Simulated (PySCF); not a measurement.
B₃H₆N₃, SMILES B1NBNBN1. Geometry: PBE-D3(BJ)/def2-SVP.

The numbers are results of PBE-D3(BJ)/def2-SVP (PySCF 2.14.0), not measurements.

Harmonic wavenumbers (cm⁻¹): 286, 286, 406, 512, 512, 701, 701, 712, 842, 893, 893, 903, 921, 921, 927, 1007, 1045, 1045, 1228, 1267, 1349, 1349, 1458, 1458, 2548, 2548, 2557, 3561, 3563, 3563. Rotational constants (GHz): 5.257, 5.257, 2.628; symmetry number 6.

### Question
Work out the zero-point energy and the ideal-gas rigid-rotor harmonic-oscillator thermochemistry at 298.15 K and 1 atm.

### Answer
ZPE = ½ Σ hcν = ½ × 39963 cm⁻¹ = 57.13 kcal/mol. H − E(el) = 61.06 kcal/mol. Entropy in cal/(mol K): translation 39.07, rotation 22.33, vibration 7.47, total 68.87. G − E(el) = 40.52 kcal/mol. Cp = 23.03 cal/(mol K).
